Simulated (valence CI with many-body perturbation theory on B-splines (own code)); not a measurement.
**Valence orbitals of I XL**

Level of theory: valence CI with perturbative core correlation (CI+MBPT): four valence electrons over a frozen Dirac-Fock core [Ne], a basis of 11 s, 11 p, 10 d, 8 f, 5 g, 2 h functions for each j, with the one-electron correlation potential Σ1 (screened to all orders), the two-electron term Σ2, the three-electron term Σ3, Breit, model QED; selected single and double excitations, second order for the rest, scaled by the run's own slope (own B-spline code, finite nucleus).

No measured spectrum was set against this ion. As an estimate, large intervals hold to a few tenths of a per cent, small ones and those within an open d or f shell to about a per cent. Among the levels kept, up to 720 cm⁻¹ of a level comes from second order outside the variational space, and about a tenth of that is noise between levels of different J, which matters for small intervals.

These are the spectroscopic orbitals of the CI (the correlating ones are not listed), shaped by the core and the other valence electrons. h is the expectation value of the core's Dirac-Fock operator, without the valence repulsion; Σ1 is computed up to l = 3 at one energy for each symmetry, that of its lowest orbital but kept below the first core excitation, so for empty shells it is not the orbital's own correlation shift; Breit and QED include the response of the core.

| Orbital | h (hartree) | Σ1 (cm⁻¹) | Breit (cm⁻¹) | QED (cm⁻¹) | ⟨r⟩ (bohr) |
| --- | --- | --- | --- | --- | --- |
| 3s1/2 | -117.1 | -6539 | 13997 | 10763 | 0.2811 |
| 4s1/2 | -63.629 | -2171 | 5399 | 4271 | 0.5220 |
| 5s1/2 | -39.896 | -987 | 2573 | 2074 | 0.8404 |
| 6s1/2 | -27.335 | -538 | 1437 | 1165 | 1.233 |
| 7s1/2 | -19.891 | -326 | 884 | 719 | 1.700 |
| 8s1/2 | -15.121 | -213 | 582 | 475 | 2.242 |
| 3p1/2 | -113.49 | -8333 | 23293 | -126 | 0.2672 |
| 4p1/2 | -62.125 | -2715 | 9032 | -40.8 | 0.5135 |
| 5p1/2 | -39.141 | -1245 | 4390 | -18.3 | 0.8357 |
| 6p1/2 | -26.903 | -681 | 2470 | -9.8 | 1.232 |
| 7p1/2 | -19.622 | -414 | 1526 | -5.9 | 1.704 |
| 8p1/2 | -14.942 | -271 | 1009 | -3.8 | 2.250 |
| 3p3/2 | -110.56 | -7666 | 13990 | 945 | 0.2754 |
| 4p3/2 | -60.93 | -2556 | 5373 | 380 | 0.5244 |
| 5p3/2 | -38.542 | -1183 | 2744 | 188 | 0.8493 |
| 6p3/2 | -26.562 | -650 | 1544 | 107 | 1.249 |
| 7p3/2 | -19.409 | -397 | 955 | 66.5 | 1.723 |
| 8p3/2 | -14.8 | -261 | 632 | 44.2 | 2.272 |
| 3d3/2 | -105.98 | -9306 | 10653 | -385 | 0.2384 |
| 4d3/2 | -59.177 | -2564 | 3805 | -132 | 0.4944 |
| 5d3/2 | -37.682 | -1138 | 1809 | -62.2 | 0.8247 |
| 6d3/2 | -26.075 | -616 | 1008 | -34.4 | 1.229 |
| 7d3/2 | -19.107 | -373 | 620 | -21.1 | 1.709 |
| 3d5/2 | -105.3 | -8720 | 5046 | 1.4 | 0.2409 |
| 4d5/2 | -58.888 | -2396 | 1789 | 23.4 | 0.4974 |
| 5d5/2 | -37.533 | -1064 | 866 | 15.7 | 0.8284 |
| 6d5/2 | -25.989 | -576 | 484 | 10.1 | 1.234 |
| 7d5/2 | -19.053 | -350 | 298 | 6.7 | 1.714 |
| 4f5/2 | -57.942 | -2171 | 345 | -50.7 | 0.4369 |
| 5f5/2 | -37.061 | -1058 | 236 | -27.7 | 0.7719 |
| 6f5/2 | -25.72 | -597 | 150 | -16.4 | 1.181 |
| 7f5/2 | -18.885 | -370 | 100 | -10.5 | 1.665 |
| 4f7/2 | -57.821 | -2110 | 82.3 | 15.9 | 0.4384 |
| 5f7/2 | -36.999 | -1025 | 56.2 | 6.3 | 0.7735 |
| 6f7/2 | -25.684 | -578 | 34.5 | 3.2 | 1.183 |
| 7f7/2 | -18.863 | -358 | 23.0 | 1.9 | 1.667 |
| 5g7/2 | -36.896 |  | 7.1 | -10.9 | 0.6825 |
| 6g7/2 | -25.626 |  | 7.1 | -6.5 | 1.093 |
| 7g7/2 | -18.826 |  | 5.6 | -4.1 | 1.579 |
| 5g9/2 | -36.86 |  | 0.9 | 8.0 | 0.6836 |
| 6g9/2 | -25.605 |  | 0.9 | 4.5 | 1.094 |
| 7g9/2 | -18.812 |  | 0.7 | 2.8 | 1.580 |
| 6h9/2 | -25.588 |  |  |  | 0.9727 |
| 6h11/2 | -25.574 |  |  |  | 0.9735 |

Among the shells of the start configuration 3s2 3p2, Σ1 is largest in size for 3p1/2, where it is 0.033 % of h.

Lowest root of each symmetry, sizes in configuration state functions:

```csv
J,Parity,Roots,Reference,Variational,Second order,Change by selected CI (cm⁻¹),Change by second order (cm⁻¹)
0,even,12,61,25396,59695,-8857,0
1,even,17,125,31933,149685,-7687,-89
2,even,24,164,31947,276365,-8603,-170
3,even,15,123,31973,268491,-8998,-202
4,even,10,79,31980,315716,-8548,-161
5,even,3,28,32161,180220,-9423,-79
0,odd,11,55,25967,45596,-8506,-1
1,odd,25,145,31998,196817,-8675,-132
2,odd,29,177,31995,232199,-6492,-216
3,odd,23,153,31912,268712,-7323,-379
4,odd,14,100,31975,260495,-8547,-335
5,odd,5,48,32183,182977,-11876,-144
6,odd,2,16,32797,106367,-8857,-12
```
